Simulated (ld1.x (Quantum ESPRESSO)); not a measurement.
**Before and after: TM potential for barium (Ba)**

- Element: Ba (Z = 56)
- Generator: ld1.x (Quantum ESPRESSO) 7.5
- Type: norm-conserving Troullier–Martins (Kleinman–Bylander form)
- Functional: LDA (PZ)
- Relativity: fully relativistic
- Frozen core: [Xe]
- Valence charge: 2
- Reference configuration: 5d0 6s1.5 6p0.5
- Partial waves: 6p (bound): rc 3.45 bohr; 5d (bound, empty): rc 0.75 bohr; 6s (bound): rc 3.75 bohr
- Local potential: the s channel
- Core correction: none

Open shells are filled in proportion to 2j + 1 (rel_dist='average').

Change: all radii scaled by about 1.21 (s 4.52, p 4.16, d 0.90 bohr).

Cutoffs: the cutoffs (Ry, on a coarse ladder) from which the occupation-weighted sum of valence levels, in a spherical-Bessel basis at the reference potential, stays within 10 and 1 mRy of its value at 400 Ry; they do not see the model core or the augmentation charge, which bear on the density cutoff. Errors are all-electron minus pseudo energies relative to the spin-unpolarised reference configuration.

What does the change do?

The potential gets softer (8 Ry and 15 Ry → 6 Ry and 6 Ry); the bound ghost in p disappears; of the 6 tests that both files solve, the error grows in 0 and shrinks in 5 by more than 15 % and 0.3 meV (median size 13.9 → 11.7 meV). A larger radius leaves more room for a smooth pseudo-wave, so fewer plane waves are needed. That the errors move this way runs against the usual rule that smaller radii transfer better.

| quantity | base | changed |
| --- | --- | --- |
| cutoff, loose | 8 Ry | 6 Ry |
| cutoff, tight | 15 Ry | 6 Ry |
| loose cutoff by channel (10 mRy a level) | p 10 Ry, s 6 Ry | p 6 Ry, s 6 Ry |
| bound ghosts | p1/2, p3/2 | none |
| tests counted (converged, no solver errors) | 6 of 7 | 6 of 7 |
| error for 5d0 6s2 6p0, meV [ΔE -1.04 eV] | +8.1 | +3.9 |
| error for 5d0 6s1 6p0, meV [ΔE 4.50 eV] | +18 | +18 |
| error for 5d0 6s1.5 6p0, meV [ΔE 1.17 eV] | +3.3 | +1.0 |
| error for 5d0 6s1 6p1, meV [ΔE 1.07 eV] | +9.5 | +4.9 |
| error for 5d0 6s0 6p2, meV [ΔE 3.31 eV] | +108 | +59 |
| error for 5d0 6s0 6p1, meV [ΔE 7.20 eV] | +145 | +111 |

Base: The cutoffs count occupied waves only; the empty 5d level needs 100 Ry at the loose tolerance. Tests not counted: 5d1 6s1 6p0 (solver errors, printed error -11.8 eV). The 5d radius (0.75 bohr) lies inside the outermost node of the all-electron wave (1.00 bohr), which a nodeless pseudo-wave cannot match soundly. Changed file: The cutoffs count occupied waves only; the empty 5d level needs over 300 Ry at the loose tolerance. Tests not counted: 5d1 6s1 6p0 (solver errors, printed error -11.7 eV). The 5d radius (0.90 bohr) lies inside the outermost node of the all-electron wave (1.00 bohr), which a nodeless pseudo-wave cannot match soundly. A true bound ghost makes a file unfit for plane-wave use even where its test errors are small: the radial tests pick states by their node count and pass the ghost by. Where a test does run into it, the solver fails or the error is huge.
